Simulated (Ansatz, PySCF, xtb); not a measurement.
Pair of molecules: CH3Cl (SMILES CCl) (first 5 atoms) with C2H6 (SMILES CC); geometry from B3LYP-D3(BJ)/def2-TZVP, rigid monomers moved along the line of their centres of mass till H4···H8 is 2.85 Å.
(charge 0, multiplicity 1):
```xyz
13

C     -0.67174    -0.91114     0.84014
Cl    -0.84297     0.87419     0.79900
H     -0.58798    -1.26875    -0.18153
H      0.22179    -1.15511     1.40631
H     -1.55090    -1.32723     1.32201
C      0.83049     0.30667     4.68126
C     -0.51962    -0.39111     4.81638
H      1.15277     0.35134     3.63953
H      1.60536    -0.21022     5.25113
H      0.78080     1.33412     5.04638
H     -1.28455     0.11879     4.22846
H     -0.85489    -0.40982     5.85522
H     -0.46960    -1.42644     4.47159
```

Monomers are frozen at their geometry in the pair; levels with a basis set take the counterpoise correction. Rows marked so take none.

Rows in 6-31G* carry no dispersion term and start afresh at each structure (6-31G* with six Cartesian d functions).

Codes used: Ansatz (Gaussian orbitals); PySCF for 6-31G* rows, the dispersion terms; xtb for the GFN methods. Values without a source in brackets are computed.

### Question
One of these levels gives -63.1 meV for the interaction energy. Name it.
A) PBE/def2-TZVPPD
B) GFN2-xTB
C) HF/6-31G* (no counterpoise)
D) PBE-D3(BJ)/def2-TZVPPD

### Answer
D, PBE-D3(BJ)/def2-TZVPPD. The others give -44.9 (GFN2-xTB), 3.8 (HF/6-31G* (no counterpoise)), -18.7 (PBE/def2-TZVPPD)

Ansatz is a program for electronic structure.
